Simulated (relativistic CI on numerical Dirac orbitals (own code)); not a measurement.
One change at a time: Al

Base calculation: Dirac-Coulomb-Breit CI, separate exchange-only KLI orbitals for each configuration, model QED (radiative potential, 1s self-energy scaled to tabulated hydrogen-like ionisation energies), valence Slater integrals scaled by 0.85, P86 correlation energy added to each configuration.

CI space (outside the closed core [Ne]): 3s2 3p, 3s2 4s, 3s 3p2, 3s2 3d, 3s2 4p, 3s2 5s, 3s2 4d, 3s2 5p, 3s2 4f, 3s2 6s, 3s2 6p, 3s2 5f, 3s2 5g, 3s2 5d, 3p3, 3s 3p 3d. Levels of other configurations are missing.

The lowest level and the first level of each name with at least 55 % of one term (blank where a level has no safe partner in the second run):

| Level | Base (cm⁻¹) | Shift (cm⁻¹) |
| --- | --- | --- |
| 3s2 3p 2P°_1/2 | 0.0 | 0.0 |
| 3s2 3p 2P°_3/2 | 98.9 | -0.3 |
| 3s 3p2 4P_1/2 | 26743.3 | +10.9 |
| 3s 3p2 4P_3/2 | 26789.0 | +10.8 |
| 3s 3p2 4P_5/2 | 26863.8 | +10.6 |
| 3s2 4s 2S_1/2 | 29953.2 | -6.4 |
| 3s2 3d 2D_3/2 | 36405.4 | -0.6 |
| 3s2 3d 2D_5/2 | 36407.3 | -0.6 |
| 3s2 4p 2P°_1/2 | 37488.8 | -4.8 |
| 3s2 4p 2P°_3/2 | 37504.6 | -4.8 |
| 3s2 5s 2S_1/2 | 42621.1 | -5.7 |
| 3s2 5p 2P°_1/2 | 45301.5 | -5.2 |
| 3s2 5p 2P°_3/2 | 45307.2 | -5.2 |
| 3s2 6s 2S_1/2 | 47390.1 | -5.5 |
| 3s2 4f 2F°_5/2 | 47512.3 | -5.4 |
| 3s2 4f 2F°_7/2 | 47512.3 | -5.4 |

For a near-neutral ion this model can misplace configurations by up to about 10,000 cm⁻¹ (more where the count of f electrons changes) and terms by 10 to 25 % of their spread. Rates follow the energies as ν³ (E1, M1) or ν⁵ (E2), so they and the lifetimes can be off by large factors. The fine structure of a lone outer electron comes out too small, for d and f at times inverted, and misplaced configurations move strength between like terms. 15 of the 26 excited levels that our extract of the measured tables holds in this range could be paired (the sources list more); they are missed by 4073 cm⁻¹ on average and 6193 at most, and levels without a partner can miss by more.

(1) One thing was changed in a second run, which moved the levels as shown. Which?
A. Breit term removed
B. configuration mixing switched off
C. self-excluded LDA correlation estimate
D. valence Slater integrals scaled by 0.75
E. QED terms removed

Answers

(1) E. QED terms removed. QED shifts follow the density of s (and p1/2) electrons at the nucleus, so configurations move by their count of such electrons; where none moves, the smaller shifts of p3/2 electrons and of j = l + 1/2 against j = l − 1/2 set the pattern.

LS names give the leading component of a level, which can be under half, so a name can repeat, a term be missing and a line seem to break the LS rules.
